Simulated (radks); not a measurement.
Values are calculated unless marked as measured or tabulated.
Question: Species: Ga21+. Configuration: [Ne] (the NIST ground configuration). Level of theory: Dirac Kohn-Sham, PBE, spin-unpolarised, spherical densities, finite nucleus; Fermi nuclear charge, rms radius 3.9973 fm (a radial shooting solver on a logarithmic mesh with Libxc functionals). Some entries of the table are withheld. Estimate them.

| orbital | occ. | eigenvalue (Ry) | <r> (bohr) | <r^2> (bohr^2) |
|---|---|---|---|---|
| 1s1/2 | 2 | -818.0490 | 0.04856 | (1) |
| 2s1/2 | 2 | -155.4369 | 0.2136 | 0.05364 |
| 2p1/2 | 2 | -145.5022 | 0.1842 | (2) |
| 2p3/2 | 4 | -143.3854 | 0.1875 | (3) |

Answer: 
(1) 1s1/2 <r^2> (bohr^2): 0.003173
(2) 2p1/2 <r^2> (bohr^2): 0.04142
(3) 2p3/2 <r^2> (bohr^2): 0.04278
